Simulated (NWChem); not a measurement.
System: C₃HF₄ cation

```xyz
8

F      0.2071    -2.7021    -0.0977
C     -0.3149    -1.6149    -0.0459
C     -0.8256    -0.4557     0.0060
C      0.0453     0.8670     0.0042
F      1.3165     0.5446    -0.0605
F     -0.3132     1.5599    -1.0384
F     -0.2190     1.5006     1.1106
H     -1.9256    -0.3431     0.0583
```
Atoms are numbered in this order, from 1.

Level: PBE0/def2-SVP (NWChem), optimised geometry, unscaled harmonic frequencies. 

**Question.** List the harmonic frequencies with IR intensities, and the thermochemistry.

**Answer.** 
```tsv
frequency (cm⁻¹)	IR intensity (km/mol)
58	2.9
96	5.0
325	7.9
336	10.1
394	0.0
460	4.2
547	0.3
557	4.3
718	24.8
718	31.8
848	57.7
970	147.6
1129	532.2
1258	78.7
1355	266.0
1360	328.2
2174	535.3
3110	237.3
```

```yaml
zero_point_energy: 23.4 kcal/mol
thermal correction to the enthalpy at 298.15 K (with zero-point energy): 28.1 kcal/mol
heat capacity Cv: 21.5 cal/(mol K)
entropy at 298.15 K and 1 atm (symmetry number 1): 82.0 cal/(mol K)
```

Rigid rotor and harmonic oscillator; modes under 100 cm⁻¹ make the entropy uncertain.
